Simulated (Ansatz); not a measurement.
Calculated with Ansatz (gas phase, PBE0-D4/def2-TZVP geometries, no zero-point term in ΔE). CBS: MP2 limit from def2 TZ/QZ plus the TZ coupled-cluster correction, frozen cores. This one scheme is used for every species. DFT in def2-TZVPP. B3LYP here is the variant with VWN-RPA as its local correlation; programs differ in this. Elements past krypton have def2 core potentials. For I outer-core shells are correlated without core-valence functions, which leaves a few kJ/mol of doubt a bond.

Consider the substitution at a C–Cl bond: `ClC1C[SiH2]O1` + HI → `IC1C[SiH2]O1` + HCl.

`ClC1C[SiH2]O1`:

Z-matrix (Å, degrees):
```
C
C 1 1.542
Si 1 2.267 2 55.0
Cl 1 1.795 2 112.5 3 116.5
O 1 1.410 2 102.7 3 -2.6
H 1 1.090 2 115.5 3 -123.0
H 2 1.090 1 112.7 3 116.0
H 2 1.087 1 113.9 3 -118.2
H 3 1.484 1 124.4 2 97.2
H 3 1.484 1 125.7 2 -94.6
```

HI:

```xyz
2

I    -0.392    0.679    0.182
H     0.392   -0.679   -0.182
```

`IC1C[SiH2]O1`:

Cartesian coordinates in Å:
```
I 0.403 -2.783 0.393
C -0.482 -0.896 -0.260
C -0.396 0.204 0.815
Si 0.685 1.030 -0.474
O 0.235 -0.346 -1.336
H -1.484 -1.192 -0.566
H -1.364 0.668 1.008
H 0.055 -0.102 1.755
H 0.204 2.282 -1.110
H 2.143 1.135 -0.223
```

HCl:

Z-matrix (Å, degrees):
```
Cl
H 1 1.279
```

Is it downhill or uphill in electronic energy at CCSD(T)/CBS, and by how much? (Estimate.)

Computed: Downhill: ΔE = -12.1 kJ/mol.

What do these levels give: PBE-D4, B3LYP-D4, ωB97M-V, PBE, r2SCAN, PBE0, B3LYP, CCSD(T)/def2-TZVPP, HF/def2-QZVPP, MP2/def2-QZVPP, SCS-MP2/def2-QZVPP, HF/CBS(def2)? (Estimate.)

The calculation gave: PBE-D4 -8.1, B3LYP-D4 -7.5, ωB97M-V -1.5, PBE -5.4, r2SCAN -5.2, PBE0 -2.6, B3LYP -2.7, CCSD(T)/def2-TZVPP -8.1, HF/def2-QZVPP 5.7, MP2/def2-QZVPP -16.5, SCS-MP2/def2-QZVPP -12.5, HF/CBS(def2) 5.6 kJ/mol.

Largest T1 diagnostic among the species: 0.012.

In def2-TZVPP, CCSD(T) changes the Hartree–Fock value by −14.1 kJ/mol (the triples alone add −2.7 kJ/mol) and MP2 by −20.1 kJ/mol. The D4 term adds −4.8 kJ/mol with B3LYP and −2.6 kJ/mol with PBE0; it sums over pairs of atoms, weighted by their polarisabilities, and B3LYP, whose exchange is more repulsive, gets the larger term.
